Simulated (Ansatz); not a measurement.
The same ligand exchange along the group B, Al, Ga, In.

Calculated with Ansatz (gas phase, PBE0-D4/def2-TZVP geometries, no zero-point term in ΔE). CCSD(T)/CBS is the MP2 limit (def2-TZVPP, def2-QZVPP) plus CCSD(T) − MP2 in def2-TZVPP, frozen cores. This one scheme is used for every species. def2 core potentials past Kr. For Ga, I, In outer-core shells are correlated without core-valence functions, which leaves a few kJ/mol of doubt a bond. Scalar relativity is left out up to krypton. One conformer a species, not always the lowest.

Order these by ΔE at CCSD(T)/CBS, lowest first. (An estimate is asked.)
A. `FB(F)I` + CH₃NH₂ → `CNB(F)F` + HI
B. `[F][In]([F])[I]` + CH₃NH₂ → `C[NH][In]([F])[F]` + HI
C. `[F][Ga]([F])[I]` + CH₃NH₂ → `C[NH][Ga]([F])[F]` + HI
D. `[F][Al]([F])[I]` + CH₃NH₂ → `C[NH][Al]([F])[F]` + HI

A (-17.6 kcal/mol), D (+13.0 kcal/mol), C (+18.5 kcal/mol), B (+31.4 kcal/mol).

Largest T1 diagnostic: 0.016, for `C[NH][In]([F])[F]`.
